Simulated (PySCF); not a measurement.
## C²⁺: excitation energy

C²⁺ [He] 2s2 (1S) → C²⁺ [He] 2s1 3s1 (3S), as a difference of total energies. All numbers are calculated (PySCF 2.14, no relativity, point nucleus, in aug-cc-pwCVTZ (7s6p4d2f, 59 functions)). Correlated levels: valence: 1s2 frozen; valence and next inner shell: nothing frozen. The calculations carry no spin-orbit coupling.

| method | excitation energy (cm⁻¹) |
| --- | --- |
| UHF | 224290 |
| LDA | 229950 |
| PBE | 230310 |
| PBE0 | 230550 |
| r2SCAN | 229760 |
| PBEsol | 229120 |
| PW91 | 230770 |
| M06-2X | 231520 |
| wB97M-V | 231030 |
| MP2 (valence) | 233100 |
| SCS-MP2 (valence) | 235740 |
| MP2 (valence and next inner shell) | 233520 |
| SCS-MP2 (valence and next inner shell) | 236100 |

The promoted electron is Rydberg-like, and one or two diffuse shells describe it only roughly, which tends to raise the upper state.
